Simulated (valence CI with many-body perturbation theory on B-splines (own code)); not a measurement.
## Sensitivity of CI+MBPT for Rb4+

Method: valence CI with perturbative core correlation (CI+MBPT): five valence electrons over a frozen Dirac-Fock core [Ar] 3d10, radial functions for each j: 6 s, 6 p, 5 d, 3 f, 1 g, with the one-electron correlation potential Σ1, the two-electron term Σ2, the three-electron term Σ3, Breit, model QED; selected CI, second order for the rest, scaled by the run's own slope (own B-spline code, finite nucleus).

Against 12 measured levels this calculation errs by 185 cm⁻¹ on average and by 342 at most. These come from a selection out of Sansonetti, J. Phys. Chem. Ref. Data 35, 301 (2006). Levels without a partner in it may be off by more. Among the levels kept, up to 1800 cm⁻¹ of a level comes from second order outside the variational space, and about a tenth of that is noise between levels of different J, which matters for small intervals.

The reference run has the lowest level 4s2 4p3 4S°_3/2 and an ionisation energy of 68.4926 eV. Its largest variational space holds 9990 state functions.

Names give the largest LS component (configuration and term), which can be under half, so a name can repeat, a term be missing and a line seem to break the LS rules; names also repeat where a configuration has a term twice.

Changed runs:
A. shift of the energy in Σ1 (hartree) 0 → 0.9
B. Davidson tolerance 2e-05 → 0.0003
C. box radius (bohr) 15.75 → 9.66; scale of Σ1 1 → 0.8
D. start configuration 4s2 4p3 → 4s2 5p3 (bad on purpose)

Excitation energies of the reference run in cm⁻¹, and shifts in cm⁻¹:

```tsv
Level	Reference	A	B	C
4s2 4p3 2D°_3/2	18903	+16	-0.3	-14
4s2 4p3 2D°_5/2	21333	+17	-0.2	-42
4s2 4p3 2P°_1/2	35136	+24	0	-59
4s2 4p3 2P°_3/2	38624	+37	-0.3	-91
4s 4p4 4P_5/2	135694	+107	+0.8	-317
4s 4p4 4P_3/2	140611	+117	+0.8	-351
4s 4p4 4P_1/2	142759	+121	+0.9	-362
4s 4p4 2D_3/2	167019	+169	+0.8	-386
4s 4p4 2D_5/2	168224	+170	+0.8	-396
4s2 4p2 4d 2P_3/2	189954	+284	+0.5	-459
4s 4p4 2P_1/2	192187	+241	+0.9	-441
4s 4p4 2S_1/2	200435	+237	+0.9	-478
Ionisation energy (eV)	68.4926	+0.0644	+0.00011	-0.1287
```

Run D: It gave no result: the start configuration must fill the lowest shells above the core. The program said: "5p is not the lowest shell of its kind above the core".
